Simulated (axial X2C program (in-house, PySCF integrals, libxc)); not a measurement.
**InCl⁻: from Re and ωe to a spectrum**

A bond curve at the CCSD(T) level, 2c, was computed with an in-house all-electron X2C program for linear molecules (integrals from PySCF) (basis In dyall-acv3z [12s13p10d5f1g], Cl dyall-av3z [9s8p3d2f] (cores contracted in-house)) for the state Ω = 1/2 (⟨Sz⟩ = -0.50, ⟨Lz⟩ = 1.00 at HF). Its fit gives Re = 2.6106 Å, ωe = 211.8 cm⁻¹, ωexe = 1.27 cm⁻¹ and αe = 6.852e-04 cm⁻¹; the masses are 114.9039 and 34.9689 u. Two-component means X2C with spin–orbit coupling and atomic mean-field Coulomb and Gaunt terms.

Correlated methods: 11 electrons correlated (number of frozen shells: In 4 s, 3 p, 2 d; Cl 2 s, 1 p), 289 virtual spin orbitals or spinors in MP2, 90 natural virtuals in coupled cluster.

Problem. Find the reduced mass, Be and the force constant.

Solution. From the CCSD(T) values: μ = 26.8098 u. Be = 16.8576/(μ Re²) = 0.09226 cm⁻¹. k = 5.8918×10⁻⁷ μ ωe² = 0.709 mdyn/Å.

Problem. A Morse curve ties αe to the other constants (Pekeris). How well does that hold?

Solution. αe(Morse) = 6Be²/ωe × (√(ωexe/Be) − 1) = 6.535e-04 cm⁻¹; the CCSD(T) curve gives 6.852e-04 cm⁻¹, a ratio of 0.95.

Problem. Estimate the centrifugal constant by the Kratzer relation.

Solution. D = 4Be³/ωe² = 7.00e-08 cm⁻¹.

Problem. Estimate De from a Morse curve and compare with the computed well depth of 1.285 eV to In + Cl-.

Solution. De(Morse) = ωe²/(4ωexe) = 1.095 eV against 1.285 eV computed, a ratio of 0.85. For De the Morse form works well here.

Problem. Where do the fundamental and the first overtone lie?

Solution. ν(1←0) = ωe − 2ωexe = 209.3 cm⁻¹; ν(2←0) = 2ωe − 6ωexe = 416.0 cm⁻¹.

The state is one determinant whose occupation by symmetry is held fixed; it was picked as the lowest of a PBE0 search that is not exhaustive. De is counted from the lowest determinant-based energies of the atoms at the same level, without counterpoise correction. CCSD and (T) use frozen natural virtuals with an MP2 correction for the truncation; (T) itself is uncorrected, so its De runs slightly low. With the outer-core shells frozen, correlated bond lengths of heavy atoms tend to come out a few hundredths of an ångström too long.
